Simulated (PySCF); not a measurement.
**Nitrogen: a sound run and one with changed settings**

Sound run: N⁺ [He] 2s2 2p2, N²⁺ [He] 2s2 2p1. Computed with PySCF 2.14 in aug-cc-pVDZ, with no relativity, point nucleus. In the sound run the correlated levels freeze 1s2. The sound run starts from symmetry-adapted Hartree-Fock orbitals and uses a fine grid where one is needed.

Changed run: all electrons correlated in a basis built for the valence shell.

| species | method | sound run (hartree) | changed run (hartree) | converged |
| --- | --- | --- | --- | --- |
| N⁺ | MP2 | -53.93610 | -53.93771 | yes |
| N⁺ | CCSD(T) | -53.95937 | -53.96080 | yes |
| N²⁺ | MP2 | -52.85338 | -52.85498 | yes |
| N²⁺ | CCSD(T) | -52.88250 | -52.88381 | yes |

Ionisation energy of N⁺:

```tsv
method	sound run (eV)	changed run (eV)
UHF	29.225	29.225
MP2	29.462	29.463
SCS-MP2	29.358	29.356
CCSD	29.295	29.298
CCSD(T)	29.303	29.306
```

A valence basis has no tight correlating functions, so it recovers only part of the core correlation, and not evenly between atom and ion.

For comparison, NIST gives 29.601 eV between the lowest levels.
